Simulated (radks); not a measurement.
Valence configurations of Ti II (all share [Ar]). Calculated with a radial shooting solver on a logarithmic mesh with Libxc functionals: non-relativistic Kohn-Sham, TPSS, spin-unpolarised, spherical densities, point nucleus; meta-GGA in the generalised Kohn-Sham scheme. Energies are relative to 3d2 4s1; eigenvalues in eV.

\begin{tabular}{lrrrr}
valence & E (eV) & e(3d) & e(4p) & e(4s) \\ \hline
3d2 4s1 & 0.000 & -11.339 & - & -10.051 \\
3d1 4s2 & 2.607 & -15.956 & - & -11.868 \\
3d2 4p1 & 3.654 & -12.419 & -6.993 & - \\
3d1 4s1 4p1 & 6.784 & -17.033 & -8.220 & -12.403 \\
3d3 & -0.241 & -7.808 & - & - \\
3d2 4s0.5 4p0.5 & 1.826 & -11.883 & -6.689 & -10.347 \\
3d2.5 4s0.5 & -0.369 & -9.410 & - & -9.194 \\
3d1 4s1.5 4p0.5 & 4.694 & -16.500 & -7.964 & -12.143 \\
3d1.5 4s1 4p0.5 & 2.908 & -14.076 & -7.338 & -11.249 \\
4s0.5 4p2.5 & 20.320 & - & -10.046 & -14.789 \\
\end{tabular}

NIST lists [Ar] 3d2 4s1 as the ground configuration; this level of theory puts 3d2.5 4s0.5 lower, by 0.369 eV. The energies are those of spherical spin-averaged densities, not of single terms.
